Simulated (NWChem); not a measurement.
Molecule: MgSiNH5; SMILES [NH2][Mg][SiH3]

```xyz
8

Mg     0.0001    -0.7176     0.0009
N      0.0001    -2.6109    -0.0006
H      0.8149    -3.2186    -0.0002
H     -0.8147    -3.2188    -0.0004
Si     0.0002     1.8571     0.0000
H     -1.3348     2.4377    -0.3743
H      0.9871     2.4413    -0.9714
H      0.3428     2.4465     1.3393
```
Atoms are numbered in this order, from 1.

Coordinates come from a PBE0/def2-SVP optimisation. B3LYP is NWChem's, with the RPA form of VWN correlation.

### Question
List the 4 lowest vertical singlet excitations from B3LYP/def2-SVPD, TDA (NWChem).

### Answer
| state | energy (eV) | oscillator strength | leading excitation (squared amplitude) |
|---|---|---|---|
| S1 | 4.15 | 0.048 | HOMO → LUMO (0.99) |
| S2 | 4.24 | 0.000 | HOMO → LUMO+1 (0.99) |
| S3 | 4.92 | 0.009 | HOMO → LUMO+2 (0.90) |
| S4 | 5.33 | 0.126 | HOMO−1 → LUMO+1 (0.97) |
